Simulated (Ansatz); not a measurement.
Program: Ansatz 0.2.0.

C$_{3}$H$_{5}$ClGe, SMILES `Cl[C]1=C[CH2][GeH2]1` at its PBE0-D4/def2-TZVP geometry, where that method's forces vanish. Charge 0, multiplicity 1.

```json
{"atom": "Cl1", "x (Å)": "-2.2372", "y (Å)": "-1.2097", "z (Å)": "-1.4719"}
{"atom": "C2", "x (Å)": "-0.9310", "y (Å)": "-0.5045", "z (Å)": "-0.6237"}
{"atom": "C3", "x (Å)": "0.1995", "y (Å)": "-0.0040", "z (Å)": "-1.1373"}
{"atom": "C4", "x (Å)": "1.0466", "y (Å)": "0.5062", "z (Å)": "0.0060"}
{"atom": "Ge5", "x (Å)": "-0.4150", "y (Å)": "-0.0940", "z (Å)": "1.2129"}
{"atom": "H6", "x (Å)": "0.4741", "y (Å)": "0.0363", "z (Å)": "-2.1896"}
{"atom": "H7", "x (Å)": "2.0001", "y (Å)": "-0.0128", "z (Å)": "0.1239"}
{"atom": "H8", "x (Å)": "1.2292", "y (Å)": "1.5826", "z (Å)": "-0.0167"}
{"atom": "H9", "x (Å)": "-0.1362", "y (Å)": "-1.2825", "z (Å)": "2.1478"}
{"atom": "H10", "x (Å)": "-1.2302", "y (Å)": "0.9823", "z (Å)": "1.9487"}
```

For each bond, give half the difference of the two atoms' forces along it (eV/Å; positive pushes the atoms apart) under PBE-D4, r2SCAN-D4, B3LYP-D4, ωB97M-V in def2-TZVPP. (Estimate.)

The calculation gave: 
```
   bond  length (Å)  PBE-D4  r2SCAN-D4  B3LYP-D4  ωB97M-V
 Cl1–C2       1.710    0.01       0.10      0.27     0.29
  C2–C3       1.339    0.44       0.17     -0.06    -0.21
 C2–Ge5       1.951    0.13       0.00      0.14    -0.07
  C3–C4       1.512   -0.06       0.06      0.21     0.29
  C3–H6       1.088   -0.03      -0.09     -0.16    -0.10
 C4–Ge5       1.988    0.16       0.09      0.30     0.04
  C4–H7       1.092    0.09      -0.03     -0.13    -0.12
  C4–H8       1.092    0.09      -0.03     -0.13    -0.12
 Ge5–H9       1.538    0.01      -0.07     -0.11    -0.08
Ge5–H10       1.538    0.00      -0.07     -0.11    -0.08
```

B3LYP here is the variant with VWN-RPA as its local correlation; programs differ in this.
